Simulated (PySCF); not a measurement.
4-methyl-2H-pyrrole (C5H7N), SMILES CC1=CCN=C1.

The structure is a stationary point at B3LYP-D3(BJ)/def2-SVP. Other conformers were not sampled.

Two levels are set side by side: PBE/def2-TZVP (PySCF) and PBE0/def2-TZVP (PySCF). Same geometry, gas phase. Differences are taken from unrounded values.

| quantity | PBE0 |
|---|---|
| orbital gap (eV) | 6.22 |
| highest occupied level (eV) | -7.09 |
| lowest empty level (eV) | -0.87 |
| dipole moment (D) | 2.35 |
| mean polarisability (bohr³) | 62.9 |

Question: What does PBE give, and how far is it from PBE0? (An estimate is asked for; the answer gives what the named calculation found.)

Answer: 
| quantity | PBE | PBE minus PBE0 |
|---|---|---|
| orbital gap (eV) | 4.17 | -2.06 |
| highest occupied level (eV) | -6.00 | 1.09 |
| lowest empty level (eV) | -1.84 | -0.97 |
| dipole moment (D) | 2.27 | -0.08 |
| mean polarisability (bohr³) | 64.7 | 1.8 |

PBE's occupied levels lie high since its potential decays too fast outside the molecule; exact exchange lowers them and widens the gap. Differences between two approximate levels are no errors against the true value.

Rough cost on one machine, each run with all the roots and properties that it gave: PBE0 against PBE within a factor of 2.
